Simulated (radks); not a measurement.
Polarisability of the xenon ion Xe6+, [Kr] 4d10 5s2, at imaginary frequency. All-electron calculation, scalar-relativistic Kohn-Sham, LDA (Slater exchange, VWN5 correlation), spin-polarised, spherical densities, finite nucleus; Fermi nuclear charge, rms radius 4.7859 fm. Program: a radial shooting solver on a logarithmic mesh with Libxc functionals. Response by self-consistent Sternheimer equations with the Hartree and adiabatic LDA kernel, the relativistic mass of each level held fixed and spin-orbit coupling left out.

| w (hartree) | alpha1(iw) (bohr^3) | alpha2(iw) (bohr^5) |
|---|---|---|
| 0.00266 | 4.501 | 7.237 |
| 0.0143 | 4.500 | 7.236 |
| 0.0360 | 4.491 | 7.232 |
| 0.0697 | 4.464 | 7.220 |
| 0.118 | 4.395 | 7.188 |
| 0.186 | 4.248 | 7.117 |
| 0.280 | 3.972 | 6.971 |
| 0.413 | 3.520 | 6.685 |
| 0.605 | 2.895 | 6.158 |
| 0.892 | 2.194 | 5.268 |
| 1.35 | 1.555 | 3.985 |
| 2.12 | 1.039 | 2.538 |
| 3.59 | 0.6095 | 1.325 |
| 6.94 | 0.2591 | 0.5285 |
| 17.5 | 0.06258 | 0.1148 |

Static values: alpha1 = 4.502 bohr^3 (0.6671 angstrom^3; uncoupled 8.081), alpha2 = 7.237 bohr^5, alpha3 = 24.13 bohr^7. C6 = 14.74, C8 = 148.0, triple-dipole C9 = 44.16 atomic units. One-pole (London) frequency 4 C6 / (3 alpha1^2) = 0.970 hartree, against 3.189 for minus the highest occupied eigenvalue.
